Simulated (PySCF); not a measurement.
Vertical excitations of a molecule CH3FO3Si from TDDFT-M06-2X/def2-SVPD (PySCF 2.14.0), as energy in eV (oscillator strength): 5.62 (0.001), 8.17 (0.004), 8.41 (0.103), 8.93 (0.061), 9.42 (0.069), 9.45 (0.021), 9.61 (0.030), 9.79 (0.057), 9.84 (0.040), 9.91 (0.044). Lowest triplet (TDA): 5.23 eV. The structure is a stationary point at PBE0-D3(BJ)/def2-SVP. The values are those of a single conformer.

**Question.** Which molecule gave these data?
A. O=C(O)[Si@H](O)F
B. O=CO[Si@@H](O)F
C. O=C[Si](O)(O)F
D. O[Si]1(F)OCO1

**Answer.** B, O=CO[Si@@H](O)F
